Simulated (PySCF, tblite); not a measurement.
Isomers of C6H6F5P, one GFN2-xTB conformer each. Single-point energies are computed at PBE0/pcSseg-1 (PySCF, gas phase, no added dispersion term), electronic only.

| SMILES | GFN2-xTB relative energy (kcal/mol) |
| --- | --- |
| CC(C)=C=PC(F)(F)C(F)(F)F | 0.0 |
| C#CCP(C)C(F)(F)C(F)(F)F | 5.2 |

Conformers: `[CH3:1][C:2]([CH3:3])=[C:4]=[P:5][C:6]([F:7])([F:8])[C:9]([F:10])([F:11])[F:12]` with C4–P5–C6–F7 -159°; `[CH:1]#[C:2][CH2:3][P:4]([CH3:5])[C:6]([F:7])([F:8])[C:9]([F:10])([F:11])[F:12]` with C2–C3–P4–C5 -71°, C3–P4–C6–F7 41°.

What does PBE0/pcSseg-1 give for the same structures?

```json
{"SMILES": "CC(C)=C=PC(F)(F)C(F)(F)F", "PBE0/pcSseg-1 E (Eh)": "-1071.81144", "PBE0/pcSseg-1 (kcal/mol)": "0.0", "GFN2-xTB (kcal/mol)": "0.0", "point group": "C1"}
{"SMILES": "C#CCP(C)C(F)(F)C(F)(F)F", "PBE0/pcSseg-1 E (Eh)": "-1071.79620", "PBE0/pcSseg-1 (kcal/mol)": "9.6", "GFN2-xTB (kcal/mol)": "5.2", "point group": "C1"}
```

Both levels put the same isomer lowest. As drawn, the lower has cumulated double bonds and a C=C bond outside aromatic rings, which the higher lacks; the higher has a C≡C bond, which the lower lacks.

Which frontier levels, dipoles and rotational constants go with these structures?

```
                  SMILES  HOMO (eV, PBE0/pcSseg-1)  LUMO (eV)  dipole (D)       A, B, C (MHz)
CC(C)=C=PC(F)(F)C(F)(F)F                     -7.48      -1.78        3.78  1278, 549.8, 495.9
 C#CCP(C)C(F)(F)C(F)(F)F                     -7.65       0.09        2.06  1410, 549.7, 482.5
```

What happens when harmonic zero-point energies from GFN2-xTB frequencies are added?

| SMILES | ZPE (kcal/mol) | electronic (kcal/mol) | with ZPE (kcal/mol) |
| --- | --- | --- | --- |
| CC(C)=C=PC(F)(F)C(F)(F)F | 69.1 | 0.0 | 0.0 |
| C#CCP(C)C(F)(F)C(F)(F)F | 67.4 | 9.6 | 7.9 |

The zero-point energies span 1.7 kcal/mol. The order is unchanged.
